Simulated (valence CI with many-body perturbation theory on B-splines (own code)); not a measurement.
**Energy levels of As26+**

Level of theory: configuration interaction combined with many-body perturbation theory (CI+MBPT): five valence electrons over a frozen Dirac-Fock core [He], a basis of 11 s, 11 p, 10 d, 8 f, 5 g, 2 h functions for each j, with the one-electron correlation potential Σ1, the two-electron term Σ2, the three-electron term Σ3, Breit, model QED; selected CI, second order for the rest, scaled by the run's own slope (own B-spline code, finite nucleus).

The last digits are not significant, and no measured levels were compared; by estimate large intervals hold to a few tenths of a per cent, small ones and those within an open d or f shell to about a per cent. Among the levels kept, up to 5300 cm⁻¹ of a level comes from second order outside the variational space, and about a tenth of that is noise between levels of different J, which matters for small intervals.

Levels 181 to 209 of 209, with energies above the lowest level, 2s²2p³ ⁴S°_3/2. "Leading %" is the weight of the configuration and term that name the level; weights of strongly mixed levels are sums over their largest components and can fall short, so below about 35 % the name and the second component can differ from the true leading terms, or belong to a minority configuration. Lifetimes count E1, E2, E3, M1 and M2 decay at the calculated energies, and are blank where another channel may lead or the interval is too uncertain; long ones can be off by a factor of two.

| No. | Configuration | Term | J | E (× 10³ cm⁻¹) | Leading % | Lifetime | g | Second component |
| --- | --- | --- | --- | --- | --- | --- | --- | --- |
| 181 | 2s2p³3d | ²F° | 7/2 | 14831 | 45 | 107 fs | 1.207 | 19 % 2s2p³3d ⁴D° |
| 182 | 2s2p³3p | ²P | 1/2 | 14840 | 67 | 73.6 fs | 1.063 | 24 % 2s2p³3p ²S |
| 183 | 2s2p³3d | ⁴P° | 1/2 | 14860 | 56 | 18.0 fs | 2.063 | 10 % 2s2p³3d ²P° |
| 184 | 2s2p³3d | ⁴P° | 3/2 | 14862 | 26 | 26.3 fs | 1.389 | 15 % 2s2p³3d ²P° |
| 185 | 2s2p³3d | ²F° | 5/2 | 14862 | 32 | 68.3 fs | 1.127 | 25 % 2s2p³3d ²D° |
| 186 | 2s2p³3d | ²G° | 7/2 | 14880 | 38 | 40.1 fs | 1.117 | 30 % 2s2p³3d ²F° |
| 187 | 2s2p³3d | ²P° | 1/2 | 14907 | 55 | 18.6 fs | 0.691 | 12 % 2s2p³3d ⁴D° |
| 188 | 2s2p³3d | ²D° | 5/2 | 14923 | 47 | 21.6 fs | 1.064 | 39 % 2s2p³3d ²F° |
| 189 | 2s2p³3d | ⁴D° | 5/2 | 14929 | 54 | 36.5 fs | 1.219 | 16 % 2s2p³3d ²D° |
| 190 | 2s2p³3d | ⁴D° | 3/2 | 14936 | 56 | 25.8 fs | 1.053 | 22 % 2s2p³3d ²D° |
| 191 | 2s2p³3d | ⁴D° | 7/2 | 14945 | 56 | 74.1 fs | 1.295 | 22 % 2s2p³3d ²F° |
| 192 | 2s2p³3p | ²P | 1/2 | 14950 | 43 | 259 fs | 1.501 | 28 % 2s2p³3p ²S |
| 193 | 2s2p³3p | ²P | 3/2 | 14956 | 43 | 153 fs | 1.143 | 32 % 2s2p³3p ²D |
| 194 | 2s2p³3d | ⁴D° | 1/2 | 14958 | 64 | 21.7 fs | 0.273 | 27 % 2s2p³3d ²P° |
| 195 | 2s2p³3d | ²P° | 3/2 | 14961 | 52 | 23.0 fs | 1.091 | 32 % 2s2p³3d ²D° |
| 196 | 2s2p³3p | ²D | 5/2 | 14978 | 65 | 176 fs | 1.294 | 19 % 2s2p³3p ⁴P |
| 197 | 2s2p³3d | ²D° | 3/2 | 14993 | 45 | 21.9 fs | 1.092 | 25 % 2s2p³3d ²P° |
| 198 | 2s2p³3p | ²P | 3/2 | 15000 | 65 | 364 fs | 1.249 | 16 % 2s2p³3p ²D |
| 199 | 2s2p³3d | ²D° | 5/2 | 15029 | 56 | 23.9 fs | 1.166 | 18 % 2s2p³3d ²F° |
| 200 | 2p⁴3s | ⁴P | 5/2 | 15065 | 73 | 797 fs | 1.515 | 16 % 2p⁴3s ²D |
| 201 | 2s2p³3d | ²G° | 9/2 | 15091 | 72 | 10.8 ps | 1.169 | 24 % 2s2p³3d ⁴F° |
| 202 | 2s2p³3p | ²P | 1/2 | 15092 | 53 | 381 fs | 1.296 | 35 % 2s2p³3p ²S |
| 203 | 2p⁴3s | ²P | 3/2 | 15109 | 54 | 156 fs | 1.294 | 20 % 2p⁴3s ²D |
| 204 | 2s2p³3d | ²F° | 7/2 | 15122 | 58 | 618 fs | 1.123 | 21 % 2s2p³3d ²G° |
| 205 | 2s2p³3d | ²P° | 3/2 | 15132 | 55 | 19.3 fs | 1.283 | 17 % 2s2p³3d ²D° |
| 206 | 2s2p³3d | ²F° | 7/2 | 15134 | 49 | 18.3 fs | 1.102 | 27 % 2s2p³3d ²G° |
| 207 | 2s2p³3d | ²D° | 5/2 | 15136 | 67 | 23.4 fs | 1.218 | 10 % 2s2p³3d ⁴D° |
| 208 | 2s2p³3d | ²S° | 1/2 | 15137 | 48 | 19.1 fs | 1.651 | 30 % 2s2p³3d ²P° |
| 209 | 2s2p³3d | ²F° | 5/2 | 15142 | 65 | 22.7 fs | 0.967 | 14 % 2s2p³3d ²D° |

Names give the largest LS component (configuration and term), which can be under half, so a name can repeat, a term be missing and a line seem to break the LS rules; names also repeat where a configuration has a term twice.

Where two levels of one J and parity lie close, their mixing, g and order are uncertain.
